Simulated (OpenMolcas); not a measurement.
# Predicting a hybrid from its neighbours: Si2H2OF2

Si2H2OF2: 7 atoms, total charge 0, spin state singlet. As SMILES, `F[Si]1(F)O[SiH2]1`. The shape is that of a PBE0-D4/def2-TZVP optimisation.

The dipole moment y, in D, basis def2-SVP; a is the functional's share of exact exchange. Programs: OpenMolcas 26.06.

```
functional     program     a  y (D)
       PBE  OpenMolcas     0   1.99
    r2SCAN  OpenMolcas     0   2.16
     B3LYP  OpenMolcas   0.2   2.31
      PBE0  OpenMolcas  0.25      ?
     BHLYP  OpenMolcas   0.5   2.67
```

**Question.** Fit y = c + s·a to the known rows and predict PBE0.

**Answer.** 
1. Means of the 4 rows: a = 0.1750, y = 2.283.
2. Σ(Δa)² = 0.1675, Σ(Δa·Δy) = 0.19925, so the slope is 0.19925/0.1675 = 1.1896.
3. Intercept: 2.283 − (1.1896) × 0.1750 = 2.075. The largest residual of the fit is 0.085.
4. PBE0: 2.075 + (1.1896) × 0.25 = 2.37 D.

The run gave 2.34 D, so the prediction is off by +0.03 D, within the largest residual. More exact exchange makes the molecule more polar here. The rows mix families of semi-local functionals, which the line can't see.
